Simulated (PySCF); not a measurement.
Cd(H)(SiH3) (CdH4Si), SMILES [SiH3][CdH]. Heavy atoms are numbered as in [CdH:1][SiH3:3]. Hydrogens are named by the atom that carries them.

Coordinates come from a B3LYP-D3(BJ)/def2-TZVP optimisation. The def2 effective core potentials stand for the cores of Cd; spin–orbit coupling is left out.

These are ωB97X/def2-TZVPD (PySCF) values and carry that method's errors.

Mulliken values depend strongly on the basis, most of all with diffuse functions as here. ESP charges are fitted to the potential on shells at 1.4 to 2.0 van der Waals radii. Atomic charges (e), one atom of each kind:

```csv
atom,Mulliken,ESP fit
Cd1 (CdH),0.36,0.51
H on Cd1,-0.17,-0.29
Si3 (SiH3),0.12,-0.17
H on Si3,-0.10,-0.02
```
